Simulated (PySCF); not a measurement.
An unknown shows these calculated signals:

¹H NMR (300 MHz, computed): δ 7.44 (m, 1H), 6.25 (m, 1H), 5.09 (s, 3H), 2.53 (s, 3H).

¹³C{¹H} NMR (computed): δ 158.6 (C), 140.5 (CH), 113.0 (CH), 15.9 (CH3).

Relativity neglected, isolated molecule, a single conformation, equivalent nuclei averaged. GFN2-xTB structure; shielding tensors at PBE0/pcSseg-1 (GIAO); PySCF 2.14.

Referencing at the same level of theory: TMS for ¹H (σ = 31.72 ppm) and ¹³C (σ = 186.93 ppm).

Problem. Which of these does the molecule contain: an OH group, an aldehyde, a benzene ring, a heteroaromatic ring, a Si–H bond?

Solution. 
- An OH group: no.
- An aldehyde: no.
- A benzene ring: no.
- A heteroaromatic ring: yes.
- A Si–H bond: yes (δH 5.09 (s)).

The data belong to `InChI=1S/C4H8N2Si/c1-4-2-3-6(7)5-4/h2-3H,1,7H3`; they needn't prove each group on their own.

Carbon signals by region: 3 in the sp2 and nitrile region (100–160 ppm), 1 below 50 ppm.

Shifts are as computed. Against solution values, carbons near 30 ppm lie about +3 ppm off and those near 130 ppm about +5 ppm. Of 1211 compounds with measured shifts, 218 miss one by over three times the rms of a fit or turn the order of signals round; such compounds aren't used in these exercises. Multiplicities follow the n + 1 count of equivalent neighbours, as no J values were calculated; m marks all less simple cases, F and P coupling included.
